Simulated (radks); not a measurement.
Q: The xenon ion Xe+, 53 electrons, occupied as [Kr] 4d10 5s2 5p5 (the NIST ground configuration). Calculated with a radial shooting solver on a logarithmic mesh with Libxc functionals: scalar-relativistic Kohn-Sham, LDA (Slater exchange, VWN5 correlation), spin-polarised, spherical densities, finite nucleus; open shells are filled with parallel spins first (spin-orbit coupling, left out, can overturn this in heavy ions); Fermi nuclear charge, rms radius 4.7859 fm; hard spherical wall at 4 bohr. Some entries of the table are withheld. Estimate them.

| orbital | occ. | eigenvalue (hartree) | r(max) (bohr) |
|---|---|---|---|
| 1s up | 1 | -1261.917 | 0.01717 |
| 1s down | 1 | -1261.915 | 0.01717 |
| 2s up | 1 | -196.6148 | 0.09706 |
| 2s down | 1 | -196.6138 | 0.09706 |
| 2p up | 3 | -176.5504 | 0.07782 |
| 2p down | 3 | -176.5490 | 0.07782 |
| 3s up | 1 | -40.37042 | 0.2793 |
| 3s down | 1 | -40.36880 | 0.2793 |
| 3p up | 3 | -33.88817 | 0.2731 |
| 3p down | 3 | -33.88640 | 0.2731 |
| 3d up | 5 | -24.24420 | 0.2257 |
| 3d down | 5 | -24.24253 | 0.2257 |
| 4s up | 1 | -7.46042 | 0.6609 |
| 4s down | 1 | -7.45693 | 0.6610 |
| 4p up | 3 | -5.40535 | 0.6933 |
| 4p down | 3 | -5.40153 | 0.6933 |
| 4d up | 5 | -2.41089 | 0.7487 |
| 4d down | 5 | -2.40525 | 0.7486 |
| 5s up | 1 | -0.97400 | 1.617 |
| 5s down | 1 | -0.95035 | 1.613 |
| 5p up | 3 | -0.50774 | (1) |
| 5p down | 2 | -0.48347 | (2) |
| 5d up | 0 | 0.14613 | 2.349 |
| 5d down | 0 | 0.16845 | 2.355 |
| 4f up | 0 | 0.35148 | 1.516 |
| 4f down | 0 | 0.36989 | 1.425 |
| 6s up | 0 | 0.54298 | 2.924 |
| 6s down | 0 | 0.55874 | 2.927 |

A: 
(1) 5p up r(max) (bohr): 1.856
(2) 5p down r(max) (bohr): 1.855
